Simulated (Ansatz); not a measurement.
Mulliken charges of CH6GeOS (`C[O][GeH2][SH]`) from PBE/def2-TZVPP in Ansatz (PBE0-D4/def2-TZVP geometry).

```json
{"atom": "C1", "x (Å)": "0.438", "y (Å)": "1.561", "z (Å)": "0.499", "charge (e)": "-0.145"}
{"atom": "O2", "x (Å)": "0.771", "y (Å)": "0.213", "z (Å)": "0.267", "charge (e)": "-0.338"}
{"atom": "Ge3", "x (Å)": "-0.403", "y (Å)": "-0.783", "z (Å)": "-0.624", "charge (e)": "0.410"}
{"atom": "S4", "x (Å)": "0.328", "y (Å)": "-2.859", "z (Å)": "-0.570", "charge (e)": "-0.295"}
{"atom": "H5", "x (Å)": "0.395", "y (Å)": "2.143", "z (Å)": "-0.432", "charge (e)": "0.090"}
{"atom": "H6", "x (Å)": "-0.525", "y (Å)": "1.671", "z (Å)": "1.017", "charge (e)": "0.087"}
{"atom": "H7", "x (Å)": "1.214", "y (Å)": "1.995", "z (Å)": "1.133", "charge (e)": "0.103"}
{"atom": "H8", "x (Å)": "-1.769", "y (Å)": "-0.627", "z (Å)": "0.073", "charge (e)": "-0.019"}
{"atom": "H9", "x (Å)": "-0.449", "y (Å)": "-0.358", "z (Å)": "-2.102", "charge (e)": "-0.013"}
{"atom": "H10", "x (Å)": "0.083", "y (Å)": "-3.008", "z (Å)": "0.742", "charge (e)": "0.121"}
```

Question: By hand: the dipole of these point charges (1 e Å = 4.8032 D).

Answer: Σ q r = (-0.422, 0.420, 0.032) e Å, of length 0.596 e Å = 2.86 D.

Question: How does the dipole of the full density compare? (Estimate.)

Answer: The calculation gave: (-0.255, 0.231, 0.084) e Å, 1.70 D; the point charges give 1.68 times that, at 11° from its direction.

Point charges leave out the atoms' own dipoles, such as those of lone pairs, and Mulliken's split depends on the basis, so the two needn't agree.
